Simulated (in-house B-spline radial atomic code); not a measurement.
Ge³⁺. Computed with a B-spline radial atomic code. Model: all-electron spherical atom, spin shells full or empty, radial basis limit, no spin-orbit coupling: exact exchange with a local potential (Slater, KLI or optimised effective potential, whose far tail is KLI's), no correlation.

Empty minority-spin level lies below the highest occupied level: each spin potential is zero at infinity, spin occupations fixed.

The run also made RPA and GW results, which its time includes.

The Slater potential averages the orbital exchange potentials with the orbital densities as weights, KLI adds orbital constants, and the optimised effective potential minimises the exact-exchange energy among local potentials. So their energies lie above Hartree-Fock in the order OEP, KLI, Slater. All fall off as −1/r, unlike LDA and GGA exchange.

Command:
```bash
python run_gw.py task.json out
```
Settings (lengths in bohr, energies in hartree):
```
Z                      32
electrons              29
configuration          [Ar] 3d10 4s1
hamiltonian            nr
method                 slater
lmax                   9
spin_polarised         True
box_radius             14.14
intervals              72
ion_configuration      [Ar] 3d10
```

Cost of the run: 12 s on 1 thread of Arm Neoverse N1, on a shared host.

Given: hamiltonian non-relativistic; mean-field start Slater potential.

Computed: energy above Hartree-Fock 228.56 millihartree; virial ratio -E/T less 1 -0.014038.

```csv
radius (bohr),r times exchange potential up (hartree bohr),r times exchange potential down (hartree bohr)
0.00156,-0.051331,-0.051292
0.00193,-0.063451,-0.063403
0.00239,-0.078476,-0.078416
0.00296,-0.097006,-0.096933
0.00366,-0.11961,-0.11952
0.00453,-0.14743,-0.14732
0.00561,-0.18146,-0.18132
0.00694,-0.2225,-0.22233
0.00858,-0.27158,-0.27138
0.0106,-0.3295,-0.32926
0.0131,-0.39696,-0.39669
0.0163,-0.47614,-0.47583
0.0201,-0.55959,-0.55925
0.0249,-0.64897,-0.64862
0.0308,-0.73602,-0.73567
0.0381,-0.81263,-0.81233
0.0471,-0.86699,-0.86678
0.0583,-0.88926,-0.88919
0.0721,-0.89143,-0.89138
0.0893,-0.92821,-0.92768
0.11,-1.0342,-1.0329
0.137,-1.1896,-1.1877
0.169,-1.3248,-1.3228
0.209,-1.396,-1.3947
0.259,-1.3592,-1.3587
0.32,-1.2717,-1.2687
0.396,?,?
0.49,-1.5584,-1.5464
0.606,-1.7383,-1.729
0.75,-1.7971,-1.7934
0.928,-1.7133,-1.7259
1.15,-1.4971,-1.5682
1.42,?,?
1.76,-1.0653,-1.2304
2.18,-1.018,-1.1226
2.69,-1.0086,-1.0616
3.33,-1.0045,-1.0299
```

**Question.** What belongs in the row 0.396?

**Answer.** r times exchange potential up (hartree bohr): -1.3468; r times exchange potential down (hartree bohr): -1.3371.

**Question.** What belongs in the row 1.42?

**Answer.** r times exchange potential up (hartree bohr): -1.2307; r times exchange potential down (hartree bohr): -1.388.

| occupied | level (hartree) | Hartree-Fock level (hartree) |
| --- | --- | --- |
| 1s up | -403.51 | -406.51 |
| 1s down | ? | ? |
| 2s up | -52.059 | -53.397 |
| 2s down | -52.05 | -53.388 |
| 2p up | -46.839 | -47.482 |
| 2p down | -46.83 | -47.48 |
| 3s up | -7.9216 | -8.4366 |
| 3s down | -7.9144 | -8.4123 |
| 3p up | -6.1388 | -6.4017 |
| 3p down | -6.1339 | -6.3933 |
| 3d up | -2.9841 | -2.8747 |
| 3d down | ? | ? |
| 4s up | -1.7683 | -1.6204 |

**Question.** What belongs in the row 1s down?

**Answer.** level (hartree): -403.51; Hartree-Fock level (hartree): -406.5.

**Question.** What belongs in the row 3d down?

**Answer.** level (hartree): -2.9869; Hartree-Fock level (hartree): -2.8687.

| empty | level (hartree) |
| --- | --- |
| 4s down | -1.8341 |
| 4p down | ? |
| 4p up | ? |
| 4d down | -0.86937 |
| 4d up | -0.8394 |
| 5s down | -0.80761 |
| 5s up | -0.79501 |
| 5p down | -0.68033 |
| 5p up | -0.66852 |

**Question.** What belongs in the row 4p down?

**Answer.** level (hartree): -1.4314.

**Question.** What belongs in the row 4p up?

**Answer.** level (hartree): -1.3741.

The highest level, 4s up, differs from Hartree-Fock by -4 eV and the deepest, 1s up, by +81.5 eV: the Slater potential lacks the response part and is deeper than the optimised one throughout, so the top level comes too deep.
